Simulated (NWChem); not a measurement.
Everything below was run with NWChem. System: Br₂ (+1), charge 1, spin multiplicity 2, optimised in this run. The structure started from a generated list of species. Its SCF solution wasn't tested for a lower state. Level: UB3LYP/def2-SVP. This build takes 78.918 as the default mass of Se and 79.917 as that of Br, the reverse of their main isotopes.

The NWChem input:

```
start mol
memory heap 200 mb stack 800 mb global 1000 mb
charge 1
geometry units angstroms
  Br     0.000000     0.000000     1.119093
  Br     0.000000     0.000000    -1.119093
  symmetry group D2h
end
basis spherical
  * library def2-svp
end
dft
  xc b3lyp
  odft
  mult 2
  semidirect memsize 60000000 filesize 0
  iterations 100
end
driver
  maxiter 80
end
task dft optimize
task dft freq
```

Part of the output:

```
             Northwest Computational Chemistry Package (NWChem) 7.3.0
             --------------------------------------------------------

                                NWChem Input Module
                                -------------------

 Scaling coordinates for geometry "geometry" by  1.889725989
 (inverse scale =  0.529177249)

 Turning off AUTOSYM since
 SYMMETRY directive was detected!

          ------
          auto-z
          ------

                             Geometry "geometry" -> ""
                             -------------------------

 Output coordinates in angstroms (scale by  1.889725989 to convert to a.u.)

  No.       Tag          Charge          X              Y              Z
 ---- ---------------- ---------- -------------- -------------- --------------
    1 Br                  35.0000     0.00000000     0.00000000     1.11909300
    2 Br                  35.0000     0.00000000     0.00000000    -1.11909300

 Effective nuclear repulsion energy (a.u.)     289.6283552951

            Nuclear Dipole moment (a.u.)
            ----------------------------
        X                 Y               Z
 ---------------- ---------------- ----------------
     0.0000000000     0.0000000000     0.0000000000

      Symmetry information
      --------------------

 Group name             D2h
 Group number             26
 Group order               8
 No. of unique centers     1

      Symmetry unique atoms

     1


 Summary of "ao basis" -> "" (spherical)
 ------------------------------------------------------------------------------
       Tag                 Description            Shells   Functions and Types
 ---------------- ------------------------------  ------  ---------------------
 *                          def2-svp                  on all atoms

                           NWChem Geometry Optimization
                           ----------------------------

 maximum gradient threshold         (gmax) =   0.000450
 rms gradient threshold             (grms) =   0.000300
 maximum cartesian step threshold   (xmax) =   0.001800
 rms cartesian step threshold       (xrms) =   0.001200
 fixed trust radius                (trust) =   0.300000
 maximum step size to saddle      (sadstp) =   0.100000
 energy precision                  (eprec) =   5.0D-06
 maximum number of steps          (nptopt) =   80
 initial hessian option           (inhess) =    0
 line search option               (linopt) =    1
 hessian update option            (modupd) =    1
 saddle point option              (modsad) =    0
 initial eigen-mode to follow     (moddir) =    0
 initial variable to follow       (vardir) =    0
 follow first negative mode     (firstneg) =    T
 apply conjugacy                    (opcg) =    F
 source of zmatrix                         =   autoz

          -------------------
          Energy Minimization
          -------------------

 Names of Z-matrix variables
    1

 Variables with the same non-blank name are constrained to be equal

 Using diagonal initial Hessian
 Scaling for Hessian diagonals: bonds = 1.00  angles = 0.25  torsions = 0.10

          --------
          Step   0
          --------

                         Geometry "geometry" -> "geometry"
                         ---------------------------------

 Output coordinates in angstroms (scale by  1.889725989 to convert to a.u.)

  No.       Tag          Charge          X              Y              Z
 ---- ---------------- ---------- -------------- -------------- --------------
    1 Br                  35.0000     0.00000000     0.00000000     1.11909300
    2 Br                  35.0000     0.00000000     0.00000000    -1.11909300

 Effective nuclear repulsion energy (a.u.)     289.6283552951

            Nuclear Dipole moment (a.u.)
            ----------------------------
        X                 Y               Z
 ---------------- ---------------- ----------------
     0.0000000000     0.0000000000     0.0000000000

      Symmetry information
      --------------------

 Group name             D2h
 Group number             26
 Group order               8
 No. of unique centers     1

      Symmetry unique atoms

     1

                                 NWChem DFT Module
                                 -----------------

 Summary of "ao basis" -> "ao basis" (spherical)
 ------------------------------------------------------------------------------
       Tag                 Description            Shells   Functions and Types
 ---------------- ------------------------------  ------  ---------------------
 Br                         def2-svp                12       32   5s4p3d

 Summary of "ao basis" -> "ao basis" (spherical)
 ------------------------------------------------------------------------------
       Tag                 Description            Shells   Functions and Types
 ---------------- ------------------------------  ------  ---------------------
 Br                         def2-svp                12       32   5s4p3d

      Symmetry analysis of basis
      --------------------------

        ag         15
        au          3
        b1g         3
        b1u        15
        b2g         7
        b2u         7
        b3g         7
        b3u         7

            General Information
            -------------------
          SCF calculation type: DFT
          Wavefunction type:  spin polarized.
          No. of atoms     :     2
          No. of electrons :    69
           Alpha electrons :    35
            Beta electrons :    34
          Charge           :     1
          Spin multiplicity:     2
[...]
     ---------------------------------

     L   x y z        total         alpha         beta         nuclear
     -   - - -        -----         -----         ----         -------
     0   0 0 0      1.000000    -35.000000    -34.000000     70.000000

     1   1 0 0     -0.000000     -0.000000     -0.000000      0.000000
     1   0 1 0      0.000000      0.000000      0.000000      0.000000
     1   0 0 1      0.000000      0.000000      0.000000      0.000000

     2   2 0 0    -23.500298    -13.107991    -10.392307      0.000000
     2   1 1 0      0.000000     -0.000000      0.000000      0.000000
     2   1 0 1      0.000000      0.000000      0.000000      0.000000
     2   0 2 0    -25.274799    -13.043589    -12.231211      0.000000
     2   0 1 1     -0.000000     -0.000000     -0.000000      0.000000
     2   0 0 2    -15.596629   -167.408281   -161.303054    313.114707

 HESSIAN: the one electron contributions are done in       0.1s

 HESSIAN: 2-el 1st deriv. term done in                     3.1s

 HESSIAN: 2-el 2nd deriv. term done in                     8.3s

 HESSIAN: the two electron contributions are done in      22.7s

                                NWChem CPHF Module
                                ------------------

  scftype          =     UHF
  nalpha           =       35
  nbeta            =       34
  variables        =     2035
  # of vectors     =        6
  tolerance        = 0.10D-03
  level shift      = 0.00D+00
  max iterations   =       50
  max subspace     =       60

  int2e_file: Failed to allocate cache ... halving
 Grid integrated density:      68.999999994227
 Requested integration accuracy:   0.10E-13
 SCF residual:    6.8182841221952523E-007

Iterative solution of linear equations
  No. of variables     2035
  No. of equations        6
  Maximum subspace       60
        Iterations       50
       Convergence  1.0D-04

   iter   nsub   residual    time
   ----  ------  --------  ---------
     1      6    5.59D-02      47.8
     2     12    3.20D-02      53.3
     3     18    1.58D-03      58.6
     4     24    5.51D-04      63.6
     5     30    2.52D-04      68.1
     6     36    1.46D-05      72.5

 HESSIAN: the CPHF contributions are done

 Derivative Dipole

 X vector of derivative dipole (au) [debye/angstrom]
 d_dipole_x/<atom=   1,x> =     0.5001     [    2.4020]
 d_dipole_x/<atom=   1,y> =     0.0000     [    0.0000]
 d_dipole_x/<atom=   1,z> =     0.0000     [    0.0000]
 d_dipole_x/<atom=   2,x> =     0.5001     [    2.4020]
 d_dipole_x/<atom=   2,y> =    -0.0000     [   -0.0000]
 d_dipole_x/<atom=   2,z> =    -0.0000     [   -0.0000]

 Y vector of derivative dipole (au) [debye/angstrom]
 d_dipole_y/<atom=   1,x> =     0.0000     [    0.0000]
 d_dipole_y/<atom=   1,y> =     0.5000     [    2.4017]
 d_dipole_y/<atom=   1,z> =    -0.0000     [   -0.0000]
 d_dipole_y/<atom=   2,x> =    -0.0000     [   -0.0000]
 d_dipole_y/<atom=   2,y> =     0.5000     [    2.4017]
 d_dipole_y/<atom=   2,z> =     0.0000     [    0.0000]

 Z vector of derivative dipole (au) [debye/angstrom]
 d_dipole_z/<atom=   1,x> =    -0.0000     [   -0.0000]
 d_dipole_z/<atom=   1,y> =     0.0000     [    0.0000]
 d_dipole_z/<atom=   1,z> =     0.5001     [    2.4019]
 d_dipole_z/<atom=   2,x> =     0.0000     [    0.0000]
 d_dipole_z/<atom=   2,y> =     0.0000     [    0.0000]
 d_dipole_z/<atom=   2,z> =     0.5001     [    2.4019]

 HESSIAN: the Hessian is done

  Vibrational analysis via the FX method

  See chapter 2 in "Molecular Vibrations" by Wilson, Decius and Cross

  Vib: Default input used

 ---------------------------- Atom information ----------------------------
     atom    #        X              Y              Z            mass
 --------------------------------------------------------------------------
    Br       1  0.0000000D+00  0.0000000D+00  2.1149627D+00  7.9916500D+01
    Br       2  0.0000000D+00  0.0000000D+00 -2.1149627D+00  7.9916500D+01
 --------------------------------------------------------------------------

          ----------------------------------------------------
          MASS-WEIGHTED NUCLEAR HESSIAN (Hartree/Bohr/Bohr/Kamu)
          ----------------------------------------------------

               1            2            3            4            5            6
   ----- ----- ----- ----- -----
    1    1.19225D-03
    2    2.24886D-07  2.54821D-04
    3    1.55020D-07 -1.44658D-07  2.28715D+00
    4    2.53672D-04  1.56711D-07  2.93971D-07  1.02040D-03
    5    9.47385D-08  2.32715D-04 -1.03011D-07 -1.48106D-04  8.54891D-05
    6   -1.06694D-07  2.66264D-07 -2.28658D+00 -1.15412D-04 -1.46652D-04  2.28696D+00


 ----------------------------------------------------------------------------
 Normal Eigenvalue ||         Derivative Dipole Moments (debye/angs)
  Mode   [cm**-1]  ||      [d/dqX]             [d/dqY]           [d/dqZ]
 ------ ---------- || ------------------ ------------------ -----------------
    1       -1.685 ||       0.027               0.079             0.063
    2        3.112 ||       0.031               0.306             0.187
    3        3.702 ||       0.004              -0.202             0.321
    4        4.781 ||      -0.047               0.055             0.046
    5        6.043 ||      -0.375               0.022             0.017
    6      347.644 ||       0.000               0.000             0.000
 ----------------------------------------------------------------------------

 ----------------------------------------------------------------------------
 Normal Eigenvalue ||                 Infra Red Intensities
  Mode   [cm**-1]  || [atomic units] [(debye/angs)**2] [(KM/mol)] [arbitrary]
 ------ ---------- || -------------- ----------------- ---------- -----------
    1       -1.685 ||    0.000473           0.011         0.461       1.513
    2        3.112 ||    0.005611           0.129         5.470      17.933
    3        3.702 ||    0.006248           0.144         6.090      19.967
    4        4.781 ||    0.000318           0.007         0.310       1.017
    5        6.043 ||    0.006124           0.141         5.970      19.571
    6      347.644 ||    0.000000           0.000         0.000       0.000
 ----------------------------------------------------------------------------

        Vibrational analysis via the FX method
  --- with translations and rotations projected out ---
  --- via the Eckart algorithm                      ---
 Dependent rotation vector no.                    3
  found in ECKART; assuming linear geometry
 Projected Nuclear Hessian trans-rot subspace norm:3.0815D-33
                         (should be close to zero!)

          --------------------------------------------------------
          MASS-WEIGHTED PROJECTED HESSIAN (Hartree/Bohr/Bohr/Kamu)
          --------------------------------------------------------

               1            2            3            4            5            6
   ----- ----- ----- ----- -----
    1    0.00000D+00
    2    4.14022D-23  0.00000D+00
    3    1.32487D-21 -1.46357D-20  2.28682D+00
    4    0.00000D+00 -2.07011D-23  1.05990D-20  0.00000D+00
    5    2.07011D-23 -4.23959D-20  0.00000D+00  0.00000D+00  0.00000D+00
    6   -1.32487D-21  1.46150D-20 -2.28682D+00 -2.11979D-20 -2.11979D-20  2.28682D+00

 center of mass
 --------------
 x =   0.00000000 y =   0.00000000 z =   0.00000000

 moments of inertia (a.u.)
 ------------------
         714.943755677223           0.000000000000           0.000000000000
           0.000000000000         714.943755677223           0.000000000000
           0.000000000000           0.000000000000           0.000000000000

 Rotational Constants
 --------------------
 A=   0.000000 cm-1  (  0.000000 K)
 B=   0.084203 cm-1  (  0.121146 K)
 C=   0.084203 cm-1  (  0.121146 K)

 Temperature                      =   298.15K
 frequency scaling parameter      =   1.0000

 Linear Molecule

 Zero-Point correction to Energy  =    0.497 kcal/mol  (  0.000792 au)
 Thermal correction to Energy     =    2.206 kcal/mol  (  0.003515 au)
 Thermal correction to Enthalpy   =    2.798 kcal/mol  (  0.004459 au)

 Total Entropy                    =   58.393 cal/mol-K
   - Translational                =   41.097 cal/mol-K (mol. weight = 159.8330)
   - Rotational                   =   16.119 cal/mol-K (symmetry #  =        2)
   - Vibrational                  =    1.176 cal/mol-K

 Cv (constant volume heat capacity) =    6.545 cal/mol-K
   - Translational                  =    2.979 cal/mol-K
   - Rotational                     =    1.986 cal/mol-K
   - Vibrational                    =    1.579 cal/mol-K


 ----------------------------------------------------------------------------
 Normal Eigenvalue ||    Projected Derivative Dipole Moments (debye/angs)
  Mode   [cm**-1]  ||      [d/dqX]             [d/dqY]           [d/dqZ]
 ------ ---------- || ------------------ ------------------ -----------------
    1        0.000 ||       0.269               0.000            -0.000
    2        0.000 ||       0.000               0.269             0.000
    3        0.000 ||       0.269              -0.000             0.000
    4        0.000 ||      -0.000               0.269             0.000
    5        0.000 ||      -0.000              -0.000             0.380
    6      347.644 ||       0.000              -0.000             0.000
 ----------------------------------------------------------------------------

 ----------------------------------------------------------------------------
 Normal Eigenvalue ||           Projected Infra Red Intensities
  Mode   [cm**-1]  || [atomic units] [(debye/angs)**2] [(KM/mol)] [arbitrary]
 ------ ---------- || -------------- ----------------- ---------- -----------
    1        0.000 ||    0.003129           0.072         3.051      10.001
    2        0.000 ||    0.003129           0.072         3.050       9.999
    3        0.000 ||    0.003129           0.072         3.050      10.001
    4        0.000 ||    0.003129           0.072         3.050       9.999
    5        0.000 ||    0.006258           0.144         6.101      20.001
    6      347.644 ||    0.000000           0.000         0.000       0.000
 ----------------------------------------------------------------------------

 Task  times  cpu:       64.3s     wall:       64.3s

 Total times  cpu:       72.6s     wall:       72.6s
```
